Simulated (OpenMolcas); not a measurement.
**Multiconfigurational calculation on Kr2+**

Input:

```
&GATEWAY
Coord
1

Kr 0.0 0.0 0.0
Basis=ANO-RCC-VDZ
Group=XYZ
NoMove
AngMom=0.0 0.0 0.0
AMFI
&SEWARD
&RASSCF
FileOrb=start.orb
Symmetry=1
Spin=3
nActEl=4 0 0
Inactive=9 6
Ras2=0 3
CIRoot=3 3 1
SDav=3
CIMx=300
Iter=120 100
PrWF=0.3
OrbListing=Nothing
MaxOrb=0
Atom
>>> COPY $Project.JobIph JOB001
&RASSCF
FileOrb=start.orb
Symmetry=1
Spin=1
nActEl=4 0 0
Inactive=9 6
Ras2=0 3
CIRoot=6 6 1
SDav=6
CIMx=300
Iter=120 100
PrWF=0.3
OrbListing=Nothing
MaxOrb=0
Atom
>>> COPY $Project.JobIph JOB002
&RASSI
NrOfJobIphs=2 3 6
1 2 3
1 2 3 4 5 6
IphNames
JOB001
JOB002
EJob
SpinOrbit
DIPRint=1.0
SOCoupling=1000.0
Subsets=2
MEES
Property=10
'ANGMOM' 1 'ANGMOM' 2 'ANGMOM' 3 'MLTPL  1' 1 'MLTPL  1' 2 'MLTPL  1' 3
'AMFI' 1 'AMFI' 2 'AMFI' 3 'MLTPL  2' 6
SOProperty=3
'ANGMOM' 1 'ANGMOM' 2 'ANGMOM' 3
```

Launched by
```bash
OMP_NUM_THREADS=1 MOLCAS_MEM=2252 MOLCAS_PROJECT=a pymolcas a.inp > a.log  # once for each step of the input, in one work folder
```

A driver script runs the steps one by one and writes start.orb anew before each from the orbitals found so far.

Output, cut to the results:

```
--- SEWARD ---
Basis set label: KR.ANO-RCC...5S4P1D.

      Electronic valence basis set:
      ------------------
      Associated Effective Charge  36.000000 au
      Associated Actual Charge     36.000000 au
      Nuclear Model: Point charge

      Shell  nPrim  nBasis  Cartesian Spherical Contaminant
         s      20       5        X
         p      17       4        X
         d      11       1                 X
                  Relativistic Douglas-Kroll-Hess integrals:
                    - DKH order of Hamiltonian: 2
                    - DKH order of Properties : 0
                  Atomic mean-field integrals
--- RASSCF ---
Wave function specifications:
      -----------------------------

      Number of closed shell electrons          30
      Number of electrons in active shells       4
      Max number of holes in RAS1 space          0
      Max nr of electrons in RAS3 space          0
      Number of inactive orbitals               15
      Number of active orbitals                  3
      Number of secondary orbitals               4
      Spin quantum number                      1.0
      State symmetry                             1
Orbital specifications:
      -----------------------

      Symmetry species                           1   2
                                                ag  au
      Frozen orbitals                            0   0
      Inactive orbitals                          9   6
      Active orbitals                            0   3
      RAS1 orbitals                              0   0
      RAS2 orbitals                              0   3
      RAS3 orbitals                              0   0
      Secondary orbitals                         1   3
      Deleted orbitals                           0   0
      Number of basis functions                 10  12
      Number of CSFs                             3
      Number of root(s) required                 3
      Iter CI   SX   CI       RASSCF       Energy    max ROT     max BLB   max BLB  Level Ln srch  Step   QN
          iter iter root      energy       change     param      element    value   shift minimum  type update
 Nr of preliminary CI iterations:   1
      Total energies have been shifted. Add                -2000.00 au
        1   1    5    0  -786.61502766    0.00E+00   1.16E-01*   9  10 1  2.55E-01*  0.00   0.00    SX    NO
        2   1    4    0  -786.69833056   -8.33E-02*  3.74E-03    4  10 2  1.99E-02*  0.00   0.00    SX    NO
        3   1    3    0  -786.69855295   -2.22E-04*  5.85E-04    7  10 2  9.54E-04*  0.00   0.00    SX    NO
        4   1    3    0  -786.69855464   -1.69E-06*  4.24E-05    9  10 1 -1.72E-04*  0.00   0.00    SX    NO
        5   1    2    0  -786.69855466   -1.71E-08*  5.52E-06    7  10 2  1.01E-05   0.00   0.93    QN   YES
        6   1    2    0  -786.69855466   -2.03E-10   6.82E-07    9  10 1 -2.48E-06   0.00   1.09    QN   YES
      Convergence after  6 iterations
        7   1    2    0  -786.69855466   -5.91E-12   6.82E-07    9  10 1 -2.35E-07   0.00   1.09    QN   YES
      Natural orbitals and occupation numbers for root  1
      sym 2:   2.000000   1.000000   1.000000
      Natural orbitals and occupation numbers for root  2
      sym 2:   1.000000   2.000000   1.000000
      Natural orbitals and occupation numbers for root  3
      sym 2:   1.000000   1.000000   2.000000
::    RASSCF root number  1 Total energy:  -2786.69855466
::    RASSCF root number  2 Total energy:  -2786.69855466
::    RASSCF root number  3 Total energy:  -2786.69855466
--- RASSCF ---
Wave function specifications:
      -----------------------------

      Number of closed shell electrons          30
      Number of electrons in active shells       4
      Max number of holes in RAS1 space          0
      Max nr of electrons in RAS3 space          0
      Number of inactive orbitals               15
      Number of active orbitals                  3
      Number of secondary orbitals               4
      Spin quantum number                      0.0
      State symmetry                             1
Orbital specifications:
      -----------------------

      Symmetry species                           1   2
                                                ag  au
      Frozen orbitals                            0   0
      Inactive orbitals                          9   6
      Active orbitals                            0   3
      RAS1 orbitals                              0   0
...
--- RASSI ---
SPIN-FREE ENERGIES:
  (Shifted by EMIN (a.u.) =      -2786.6985546558)

 SF State       Relative EMIN(au)   Rel lowest level(eV)    D:o, cm**(-1)      L_eff

     1             0.0000000000        0.0000000000              0.0000         1.0
     2             0.0000000000        0.0000000000              0.0000         1.0
     3             0.0000000000        0.0000000000              0.0000         1.0
     4             0.0651115120        1.7717745009          14290.3251         2.0
     5             0.0651115120        1.7717745009          14290.3251         2.0
     6             0.0651115120        1.7717745009          14290.3251         2.0
     7             0.0651115120        1.7717745009          14290.3251         2.0
     8             0.0651115120        1.7717745009          14290.3251         2.0
     9             0.1624017383        4.4191764278          35643.0616         0.0
     Dipole printing threshold changed to   1.00000000E+00
Eigenvalues of complex Hamiltonian:
   -----------------------------------
  (Shifted by EMIN (a.u.) =      -2786.6985546558)

 SO State       Relative EMIN(au)   Rel lowest level(eV)    D:o, cm**(-1)     J-value

     1            -0.0107287526        0.0000000000              0.0000         2.0
     2            -0.0107287526        0.0000000000              0.0000         1.8
     3            -0.0107287526        0.0000000000              0.0000         1.3
     4            -0.0107287526        0.0000000000              0.0000         1.6
     5            -0.0107287526        0.0000000000              0.0000         1.0
     6             0.0087300984        0.5295023110           4270.7242         0.6
     7             0.0087300984        0.5295023110           4270.7242         0.6
     8             0.0087300984        0.5295023110           4270.7242         1.0
     9             0.0133912622        0.6563390405           5293.7314         0.0
...
```

The J values that RASSI prints are effective ones from its own formula and need not be integers or half-integers; the table below assigns J from the states.

Levels above the lowest, from the spin-orbit matrix, grouped by J:

```tsv
Configuration	Term	J	E (cm-1)	Measured (cm-1)	g	Term weight %	Second
4s2 4p4	3P	2	0.0	0.0	1.488	97	3 1D
4s2 4p4	3P	1	4271	4548	1.501	100	
4s2 4p4	3P	0	5294	5313		97	3 1S
4s2 4p4	1D	2	17084	14644	1.013	97	3 3P
4s2 4p4	1S	0	38891	33080		97	3 3P
```

Against the 4 measured excited levels shown (Saloman, J. Phys. Chem. Ref. Data 36, 215 (2007)) the mean absolute deviation is 2100 cm-1; the largest miss in energy is 4s2 4p4 1S0: computed 38891, measured 33080 cm-1 (+17.6 %).

With the s shell closed, the reference lacks s² → p² mixing. Measured partners are found by configuration, term and J. A level has none where our copy of the source lacks it or the pairing is in doubt (some pairs that miss far off the trend of their configuration count as doubtful), and it then counts in no deviation. Only configurations of the active space appear.

The RASSCF and RASSI steps took 2.2 s on 1 thread of Arm Neoverse V2 (shared host); the integral step is not counted.

The term weight is that of the spin-free term in the level, not the purity of its configuration.
